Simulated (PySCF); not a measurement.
C₂H₇ClSi₃, SMILES C1=C[Si@H]([SiH2][SiH2]1)Cl.

Geometry optimised at PBE0-D3(BJ)/def2-SVP. The structure was generated by enumeration; whether it is a known compound was not checked.

Computed with TDDFT-PBE/def2-SVPD (PySCF 2.14.0).

Vertical excitations. Gas-phase values at a fixed geometry.

Computed UV-visible absorptions:
| state | energy (eV) | λ (nm) | f | main pairs |
|---|---|---|---|---|
| S1 | 4.27 | 291 | 0.001 | HOMO→LUMO 99 % |
| S2 | 5.11 | 243 | 0.001 | HOMO−2→LUMO 73 %, HOMO→LUMO+1 22 % |
| S3 | 5.17 | 240 | 0.005 | HOMO→LUMO+1 75 %, HOMO−2→LUMO 23 % |
| S4 | 5.40 | 230 | 0.003 | HOMO−3→LUMO 88 % |
| S5 | 5.51 | 225 | 0.002 | HOMO−1→LUMO 37 %, HOMO→LUMO+2 30 %, HOMO−1→LUMO+1 11 %, HOMO−3→LUMO 11 % |
| S6 | 5.74 | 216 | 0.112 | HOMO→LUMO+2 56 %, HOMO−1→LUMO+1 19 %, HOMO−1→LUMO 12 % |
| S7 | 5.81 | 213 | 0.001 | HOMO−2→LUMO+1 61 %, HOMO−4→LUMO 28 %, HOMO−1→LUMO+1 10 % |
| S8 | 5.91 | 210 | 0.002 | HOMO−4→LUMO 61 %, HOMO−2→LUMO+1 32 % |
| S9 | 6.06 | 205 | 0.015 | HOMO−5→LUMO 29 %, HOMO−1→LUMO+1 26 %, HOMO−1→LUMO+2 18 %, HOMO−2→LUMO+2 7 % |
| S10 | 6.07 | 204 | 0.013 | HOMO−1→LUMO+2 73 % |
| T1 | 4.02 | 308 | 0 | HOMO→LUMO 52 %, HOMO−1→LUMO 44 % |
| T2 | 4.18 | 297 | 0 | HOMO−1→LUMO 47 %, HOMO→LUMO 46 % |
| T3 | 4.76 | 260 | 0 | HOMO−2→LUMO 50 %, HOMO→LUMO+1 48 % |
| T4 | 4.83 | 257 | 0 | HOMO→LUMO+1 50 %, HOMO−2→LUMO 45 % |
Triplets are in the Tamm–Dancoff approximation, which puts them higher than full response would, so one can lie above its singlet here.
